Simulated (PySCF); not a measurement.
# Assigning NMR signals

Bonds (- single, = double, # triple, : aromatic): N1#C2, C2-Si3, Si3-C4, C4-C5, C5-C6, C6-C7, C7-C8, C8-O9, C6-Si3, C8-C6. Si3 carries H10; C4 carries H11, H12; C5 carries H13, H14; C7 carries H15, H16; C8 carries H17; O9 carries H18. Stereochemistry as in N#C[Si@@H]1CC[C@]12C[C@H]2O. H12, H14 are cis to C2 on the ring; H15 is cis to O9 on the ring; H11, H13 are trans to C2 on the ring; H16 is trans to O9 on the ring.

All values are calculated (PySCF 2.14): structure optimised with GFN2-xTB, PBE0/pcSseg-1 with gauge-including orbitals. No solvent, a single conformation, non-relativistic.

Shifts are taken against calculated references (same method and geometry level): 13C and 1H vs TMS.

**Question.** Assign these signals to the numbered atoms. 13C{1H} NMR (computed): δ 124.8 (C), 60.4 (CH), 26.0 (CH2), 23.2 (CH2), 16.8 (C), 11.4 (CH2).

**Answer.** 
```tsv
δ (ppm)	atoms	environment	reason
124.8	C2	nitrile carbon	typical of a nitrile
60.4	C8	three-membered-ring carbon	the inductive effect lowers its shielding
26.0	C5	sp3 CH2 in a ring	saturated and bonded to C and H only
23.2	C7	three-membered-ring carbon	carbons of three-membered rings are unusually shielded
16.8	C6	three-membered-ring carbon	–
11.4	C4	sp3 CH2 bonded to Si	an electropositive neighbour leaves it electron-rich and shielded
```

**Question.** Assign these signals to the numbered atoms. 1H NMR (500 MHz, computed): δ 5.06 (m, 1H), 3.38 (m, 1H), 2.38 (m, 1H), 2.04 (m, 1H), 1.98 (m, 1H), 1.77 (m, 1H), 1.23 (m, 1H), 0.05 (m, 1H), -0.39 (br s, 1H).

**Answer.** 
```tsv
δ (ppm)	atoms	environment	reason
5.06	H10	hydrogen on a silicon bonded to 3 C, in a 4-membered ring	–
3.38	H17	hydrogen on a three-membered-ring carbon	its carbon carries O, an electronegative neighbour
2.38	H13	hydrogen on an sp3 CH2 in a ring	–
2.04	H12	hydrogen on an sp3 CH2 bonded to Si	–
1.98	H14	hydrogen on an sp3 CH2 in a ring	–
1.77	H11	hydrogen on an sp3 CH2 bonded to Si	–
1.23	H16	hydrogen on a three-membered-ring carbon	cyclopropane-type protons are shielded by the ring
0.05	H15	hydrogen on a three-membered-ring carbon	–
-0.39	H18	hydrogen on an alcohol oxygen	labile proton, position sensitive to the medium
```

H12 and H14 lie closer than the usual error of such a calculation, so a measured spectrum could show them in the other order.

The OH or NH signal is concentration- and solvent-dependent in practice; the value given is the gas-phase one. Shifts are as computed. Against solution values, carbons near 30 ppm lie about +3 ppm off and those near 130 ppm about +5 ppm. Of 1309 compounds with measured shifts, 239 miss one by over three times the rms of a fit or turn the order of signals round; such compounds aren't used in these exercises. Multiplicities follow the n + 1 count of equivalent neighbours, as no J values were calculated; m marks all less simple cases, F and P coupling included.
